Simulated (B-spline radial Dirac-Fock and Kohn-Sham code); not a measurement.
# Dipole and non-dipole photoemission parameters of Tb⁴⁺ 3p1/2

System: the Tb⁴⁺ ion, configuration [Xe] 4f7; threshold 1814.4 eV (orbital energy of the model). Method: Dirac-Hartree-Slater photoionisation with a Latter tail; cross sections with all multipoles, angular parameters from the dipole term and its interference with E2. Computed with a B-spline atomic structure program.

The run's input, task.json:

```json
{"items": [{
  "Z": 65,
  "q": 4,
  "cfg": [[1, 0, 2], [2, 0, 2], [2, 1, 6], [3, 0, 2], [3, 1, 6], [3, 2, 10], [4, 0, 2], [4, 1, 6], [4, 2, 10], [4, 3, 7], [5, 0, 2], [5, 1, 6]],
  "A": 159,
  "rrms": 5.06,
  "do": "xps",
  "hv": [55.9, 60, 62.0, 63.6, 73.8, 80, 100, 113.0, 116.0, 150, 200, 400.0, 508.0, 528.0, 600, 1240.0, 1920.0, 2410.0, 2970.0, 2984.4, 3190.0, 3560.0, 5370.0, 5380.0, 5550.0, 5990.0, 6000, 9820.0, 12800.0]
}]}
```

Run with: `python xray2_run.py task.json out`

For linearly polarised light dσ/dΩ = σ/(4π) [1 + β P₂(cos θ) + (δ + γ cos²θ) sin θ cos φ], with θ from the polarisation vector and φ the angle between the beam and the projection of the electron momentum on the plane normal to the polarisation.

```tsv
hν (eV)	σ (kb)	β	γ	δ
1920	61.7	0.833	0.294	0.176
2410	45.9	1.389	0.278	0.035
2970	33.3	1.531	0.056	0.008
2984.4	33.1	1.533	0.053	0.008
3190	29.6	1.556	0.015	0.005
3560	24.4	1.582	-0.015	0.002
5370	11.0	1.594	0.153	0.004
5380	11.0	1.594	0.155	0.004
5550	10.3	1.592	0.181	0.004
5990	8.73	1.584	0.251	0.006
6000	8.69	1.583	0.253	0.006
9820	?	?	?	?
12800	1.46	1.424	1.233	0.049
```

Question: Give the values at 9820 eV.

Answer: σ = 2.82 kb, β = 1.493, γ = 0.851, δ = 0.027.
